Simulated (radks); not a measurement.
The numbers below are computed, except where a source is named.
Ionisation of Se+, [Ar] 3d10 4s2 4p3, to Se2+, [Ar] 3d10 4s2 4p2, under several functionals. Scalar-relativistic Kohn-Sham, spin-polarised, spherical densities, finite nucleus; open shells are filled with parallel spins first; a radial shooting solver on a logarithmic mesh with Libxc functionals.

functional,E(Se+) (hartree),Exc (hartree),IE (eV),-e(HOMO) (eV),<r> HOMO (bohr),IE error (eV)
TASK exchange with Perdew-Wang LDA correlation,-2429.34324,-87.24119,22.138,17.287,2.069,+0.942
BP86,-2430.26593,-88.24944,21.373,16.447,2.095,+0.177
BLYP,-2430.04212,-88.01638,21.015,16.066,2.101,-0.181
exchange-only r2SCAN,-2428.44570,-86.35426,21.147,16.348,2.102,-0.049
"LDA (Slater exchange, VWN5 correlation)",-2426.44544,-84.37000,21.376,16.443,2.095,+0.180
exchange-only B88,-2428.45872,-86.41118,20.561,15.687,2.117,-0.635
exchange-only PBE,-2428.04187,-85.98351,20.536,15.673,2.123,-0.660
"LDA (Slater exchange, Perdew-Zunger correlation)",-2426.42530,-84.34913,21.331,16.400,2.097,+0.135
PBE,-2429.62373,-87.59852,21.313,16.404,2.099,+0.117

NIST Atomic Spectra Database: 21.20 eV (measured). Closest: exchange-only r2SCAN. The Delta-SCF values span 1.60 eV, the total energies 3.84 hartree. The highest occupied level is 4p. Open shells are spherical and high-spin; term and fine-structure splittings are not resolved.
